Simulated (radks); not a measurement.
All-electron atom: Sn in [Kr] 4d10 5s2 5p2 (the NIST ground configuration). Calculated with a radial shooting solver on a logarithmic mesh with Libxc functionals: Dirac Kohn-Sham, PBE, spin-unpolarised, spherical densities, finite nucleus; open shells fill j = l - 1/2 first; Fermi nuclear charge, rms radius 4.6519 fm.

Radial electron density D(r) = 4 pi r^2 rho(r):

r (bohr)  D(r) (e/bohr)
0.004425          17.87
0.00595           26.64
0.007999          37.69
0.01076           49.80
0.01446           60.19
0.01944           65.20
0.02635           62.81
0.03542           57.26
0.04763           58.34
0.06403           70.85
0.08609           82.15
0.1157            74.46
0.1556            58.50
0.2092            61.36
0.2813            67.05
0.3782            44.92
0.5084            22.12
0.6836            22.45
0.9191            21.40
1.236             11.60
1.661             4.856
2.234             2.465
3.003             1.317
4.037            0.5209
5.428            0.1348
7.298           0.02101
9.812          0.001577

D(r) has 4 maxima, at r = 0.0204, 0.0896, 0.264, 0.777 bohr, and minima at 0.0403, 0.173, 0.569 bohr, inside which lie 2.04, 11.18, 28.96 electrons.
